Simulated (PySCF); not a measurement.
osmium atom (Os), quintet (core potentials on Os); SVWN5/def2-SVP (PySCF).

The PySCF input:
```python
from pyscf import gto, scf, dft

mol = gto.M(
    atom='''
Os    0.00000000    0.00000000    0.00000000
''',
    basis='def2-svp',
    ecp={'Os': 'def2-svp'},
    spin=4,
    verbose=4,
)

mf = dft.UKS(mol)
mf.xc = 'lda,vwn'
mf.init_guess = '1e'
mf.kernel()
```

**Question.** Write the output that PySCF gives for this input, abridged.

**Answer.** 
```
PySCF version 2.14.0

[INPUT] verbose = 4
[INPUT] num. atoms = 1
[INPUT] num. electrons = 16
[INPUT] charge = 0
[INPUT] spin (= nelec alpha-beta = 2S) = 4
[INPUT] symmetry False subgroup None
[INPUT] Mole.unit = angstrom
[INPUT] Symbol           X                Y                Z      unit          X                Y                Z       unit  Magmom
[INPUT]  1 Os     0.000000000000   0.000000000000   0.000000000000 AA    0.000000000000   0.000000000000   0.000000000000 Bohr   0.0

nuclear repulsion = 0
number of shells = 12
number of NR pGTOs = 57
number of NR cGTOs = 32
basis = def2-svp
ecp = {'Os': 'def2-svp'}

******** <class 'pyscf.dft.uks.UKS'> ********
method = UKS
initial guess = 1e
damping factor = 0
level_shift factor = 0
DIIS = <class 'pyscf.scf.diis.CDIIS'>
diis_start_cycle = 1
diis_space = 8
diis_damp = 0
SCF conv_tol = 1e-09
SCF conv_tol_grad = None
SCF max_cycles = 50
direct_scf = True
direct_scf_tol = 1e-13
number electrons alpha = 10  beta = 6
XC library pyscf.dft.libxc version 7.1.2
    S. Lehtola, C. Steigemann, M. J. T. Oliveira, and M. A. L. Marques,  SoftwareX 7, 1–5 (2018)
XC functionals = lda,vwn
    P. A. M. Dirac,  Math. Proc. Cambridge Philos. Soc. 26, 376 (1930)
    F. Bloch,  Z. Phys. 57, 545 (1929)
    S. H. Vosko, L. Wilk, and M. Nusair,  Can. J. Phys. 58, 1200 (1980)
radial grids:
    Treutler-Ahlrichs [JCP 102, 346 (1995); DOI:10.1063/1.469408] (M4) radial grids

becke partition: Becke, JCP 88, 2547 (1988); DOI:10.1063/1.454033
pruning grids: <function nwchem_prune>
grids dens level: 3
symmetrized grids: False
atomic radii adjust function: <function treutler_atomic_radii_adjust>
small_rho_cutoff = 0
Set gradient conv threshold to 3.16228e-05
Initial guess from hcore.

tot grids = 24312
init E= -86.913159203869

cycle= 1 E= -84.4336681974305  delta_E= 2.48  |g|= 2.76  |ddm|= 18.5

cycle= 2 E= -88.5444646688432  delta_E= -4.11  |g|= 1.59  |ddm|= 8.91

cycle= 3 E= -90.2624703668568  delta_E= -1.72  |g|= 0.33  |ddm|= 6.48
cycle= 4 E= -90.3165233048213  delta_E= -0.0541  |g|= 0.346  |ddm|= 2.06
cycle= 5 E= -90.3697479549965  delta_E= -0.0532  |g|= 0.149  |ddm|= 0.513

cycle= 6 E= -90.3776935936877  delta_E= -0.00795  |g|= 0.0946  |ddm|= 1.06
cycle= 7 E= -90.381346205244  delta_E= -0.00365  |g|= 0.0536  |ddm|= 1.08
cycle= 8 E= -90.3804131904191  delta_E= 0.000933  |g|= 0.0651  |ddm|= 1.07
cycle= 9 E= -90.3811427529704  delta_E= -0.00073  |g|= 0.0563  |ddm|= 0.289

cycle= 10 E= -90.3818424963998  delta_E= -0.0007  |g|= 0.0488  |ddm|= 0.333
cycle= 11 E= -90.3804793397548  delta_E= 0.00136  |g|= 0.0673  |ddm|= 1.08
cycle= 12 E= -90.3805240463201  delta_E= -4.47e-05  |g|= 0.0667  |ddm|= 0.0177
cycle= 13 E= -90.3807793392247  delta_E= -0.000255  |g|= 0.0625  |ddm|= 0.179
cycle= 14 E= -90.3807043052114  delta_E= 7.5e-05  |g|= 0.0637  |ddm|= 0.42

cycle= 15 E= -90.3819278609971  delta_E= -0.00122  |g|= 0.0485  |ddm|= 1.03

cycle= 16 E= -90.3817491682165  delta_E= 0.000179  |g|= 0.0488  |ddm|= 0.137
cycle= 17 E= -90.3814988852591  delta_E= 0.00025  |g|= 0.0542  |ddm|= 0.159

cycle= 18 E= -90.3817086283852  delta_E= -0.00021  |g|= 0.0452  |ddm|= 0.737

cycle= 19 E= -90.3814686548183  delta_E= 0.00024  |g|= 0.0516  |ddm|= 0.802
cycle= 20 E= -90.3816593977026  delta_E= -0.000191  |g|= 0.0527  |ddm|= 1.08

cycle= 21 E= -90.3814233292802  delta_E= 0.000236  |g|= 0.0514  |ddm|= 1.06

cycle= 22 E= -90.3818038094767  delta_E= -0.00038  |g|= 0.0496  |ddm|= 0.752
cycle= 23 E= -90.3812025613619  delta_E= 0.000601  |g|= 0.0557  |ddm|= 0.622

cycle= 24 E= -90.3816047851293  delta_E= -0.000402  |g|= 0.0508  |ddm|= 0.348
cycle= 25 E= -90.3816198267684  delta_E= -1.5e-05  |g|= 0.0533  |ddm|= 1.03
cycle= 26 E= -90.3815121035678  delta_E= 0.000108  |g|= 0.0541  |ddm|= 0.045
cycle= 27 E= -90.3814289587347  delta_E= 8.31e-05  |g|= 0.0551  |ddm|= 0.0146

cycle= 28 E= -90.3814685833505  delta_E= -3.96e-05  |g|= 0.0504  |ddm|= 1.08

cycle= 29 E= -90.3815657709803  delta_E= -9.72e-05  |g|= 0.0488  |ddm|= 0.0623

cycle= 30 E= -90.3819595265758  delta_E= -0.000394  |g|= 0.0495  |ddm|= 1.08

cycle= 31 E= -90.3817677079761  delta_E= 0.000192  |g|= 0.0511  |ddm|= 0.989

cycle= 32 E= -90.3820873968298  delta_E= -0.00032  |g|= 0.0479  |ddm|= 0.978
cycle= 33 E= -90.3807754837738  delta_E= 0.00131  |g|= 0.0624  |ddm|= 1.05

cycle= 34 E= -90.3819676679363  delta_E= -0.00119  |g|= 0.0456  |ddm|= 0.976
cycle= 35 E= -90.3806071402527  delta_E= 0.00136  |g|= 0.0633  |ddm|= 0.41
cycle= 36 E= -90.3796077416511  delta_E= 0.000999  |g|= 0.0733  |ddm|= 0.118
cycle= 37 E= -90.3786400766645  delta_E= 0.000968  |g|= 0.0817  |ddm|= 0.158

cycle= 38 E= -90.3811766407986  delta_E= -0.00254  |g|= 0.0587  |ddm|= 1.04

cycle= 39 E= -90.3816231511524  delta_E= -0.000447  |g|= 0.0484  |ddm|= 0.864
cycle= 40 E= -90.3811438090131  delta_E= 0.000479  |g|= 0.0565  |ddm|= 1.01
cycle= 41 E= -90.38109969631  delta_E= 4.41e-05  |g|= 0.0573  |ddm|= 0.0201
cycle= 42 E= -90.3810479492882  delta_E= 5.17e-05  |g|= 0.0583  |ddm|= 0.0216
cycle= 43 E= -90.3810816463457  delta_E= -3.37e-05  |g|= 0.0588  |ddm|= 0.487

cycle= 44 E= -90.3819272042251  delta_E= -0.000846  |g|= 0.0492  |ddm|= 0.954

cycle= 45 E= -90.3814403625641  delta_E= 0.000487  |g|= 0.0513  |ddm|= 1.08

cycle= 46 E= -90.3819917266036  delta_E= -0.000551  |g|= 0.0481  |ddm|= 0.743

cycle= 47 E= -90.3818242654416  delta_E= 0.000167  |g|= 0.0497  |ddm|= 0.943

cycle= 48 E= -90.3817644683975  delta_E= 5.98e-05  |g|= 0.0479  |ddm|= 0.604

cycle= 49 E= -90.3817863537341  delta_E= -2.19e-05  |g|= 0.0485  |ddm|= 0.566

cycle= 50 E= -90.3816501863584  delta_E= 0.000136  |g|= 0.047  |ddm|= 0.804
SCF not converged.
SCF energy = -90.3816501863584 after 50 cycles  <S^2> = 6.0082142  2S+1 = 5.0032846
```

The run did not converge; its last values are not results.
